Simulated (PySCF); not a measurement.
SnF3Br, SMILES [F][Sn]([F])([F])[Br].

Geometry optimised at B3LYP-D3(BJ)/def2-SVP. The structure was generated by enumeration; whether it is a known compound was not checked. The def2 effective core potentials stand for the cores of Sn; spin–orbit coupling is left out.

Method: PySCF with PBE/def2-TZVP.

Symmetry labels are those of the subgroup Cs that the program uses (full group C3v).

Computed valence orbital energies around the gap with their symmetry:
```csv
orbital,symmetry,energy (eV)
HOMO−7,A",-10.04
HOMO−6,A',-10.04
HOMO−5,A",-9.90
HOMO−4,A',-9.90
HOMO−3,A",-9.80
HOMO−2,A',-9.72
HOMO−1,A",-8.54
HOMO,A',-8.54
LUMO,A',-4.77
LUMO+1,A',-1.07
LUMO+2,A",-1.07
LUMO+3,A',-0.42
```
